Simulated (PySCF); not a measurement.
Simulated C 1s region for `COc1ccoc1`, binding energy against the vacuum level.

Every computed line was given a Gaussian of 0.8 eV full width at half maximum and an area set by the number of equivalent atoms; the highest printed point is 100. Level of theory: PySCF, delta-SCF UKS SCAN, pcX-2 on the ionised atom, pcseg-1 elsewhere, spin-free X2C.

binding energy (eV), intensity and a bar:
```
    289.2          0 
    289.3          1 
    289.4          1 
    289.5          3 #
    289.6          5 ##
    289.7         10 ###
    289.8         16 #####
    289.9         23 #######
    290.0         32 ##########
    290.1         40 ############
    290.2         46 ##############
    290.3         49 ###############
    290.4         49 ###############
    290.5         46 ##############
    290.6         43 #############
    290.7         42 ############
    290.8         43 #############
    290.9         49 ###############
    291.0         58 #################
    291.1         69 #####################
    291.2         79 ########################
    291.3         89 ###########################
    291.4         95 #############################
    291.5         99 ##############################
    291.6        100 ##############################
    291.7         98 ##############################
    291.8         95 ############################
    291.9         90 ###########################
    292.0         84 #########################
    292.1         79 ########################
    292.2         74 ######################
    292.3         70 #####################
    292.4         66 ####################
    292.5         62 ###################
    292.6         56 #################
    292.7         49 ###############
    292.8         40 ############
    292.9         30 #########
    293.0         21 ######
    293.1         14 ####
    293.2          8 ##
    293.3          4 #
    293.4          2 #
    293.5          1 
    293.6          0 
    293.7          0
```

Count the maxima, the lines and the sites behind this envelope.

The curve has 2 maxima (at 290.3 and 291.6 eV). Under it lie 5 lines from 5 inequivalent carbon sites. At this width some lines have no maximum of their own.

Decompose the envelope and assign each component. Numbering: `[CH3:1][O:2][c:3]1[cH:4][cH:5][o:6][cH:7]1`.

```
position (eV)  relative area  line  atoms                        environment
       290.31              1  C 1s     C4                 aromatic CH carbon
       291.21              1  C 1s     C7  aromatic CH next to a ring oxygen
       291.57              1  C 1s     C5  aromatic CH next to a ring oxygen
       291.97              1  C 1s     C3     aromatic carbon bearing oxygen
       292.56              1  C 1s     C1                     methoxy carbon
```

What are the centre and the root-mean-square width of the whole band?

The area-weighted mean of the lines is 291.52 eV. Their own spread about it is 0.76 eV (rms) and each Gaussian has σ = 0.8/2.355 = 0.34 eV; the variances add, which gives 0.83 eV.

The listed C 1s values span 2.25 eV, from C4 (bonded to 2 C (aromatic in the SMILES) and H) to C1 (bonded to O and 3 H). The widest gap between neighbouring values is 0.90 eV, between 290.31 and 291.21 eV. Summing the Pauling electronegativity differences to the bonded atoms, each weighted by its formal bond order, gives -0.35 for the lowest site and -0.16 for the highest; the largest sum, +0.99, belongs to C5, 0.99 eV below the top.

The curve has no shake-up lines and no vibrational structure. Isolated species at its GFN2-xTB geometry (one conformer only).

The values belong to the conformer `[CH3:1][O:2][c:3]1[cH:4][cH:5][o:6][cH:7]1`: C1–O2–C3–C4 -178°.
